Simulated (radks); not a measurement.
Valence configurations of neutral lithium (all share [He]). All-electron calculation, non-relativistic Kohn-Sham, PBE, spin-polarised, spherical densities, point nucleus; open shells are filled with parallel spins first. Program: a radial shooting solver on a logarithmic mesh with Libxc functionals. Energies are relative to 2s1; eigenvalues in eV for spin up.

2s1: E (eV) 0.000; moment (Bohr magnetons) 1; e(2s) -3.228
2s0.5 2p0.5: E (eV) 0.938; moment (Bohr magnetons) 1; e(2p) -1.575; e(2s) -3.444
2p1: E (eV) 1.866; moment (Bohr magnetons) 1; e(2p) -1.775

NIST lists [He] 2s1 as the ground configuration; this level of theory agrees among the configurations tried. The energies are those of spherical high-spin densities, not of single terms.
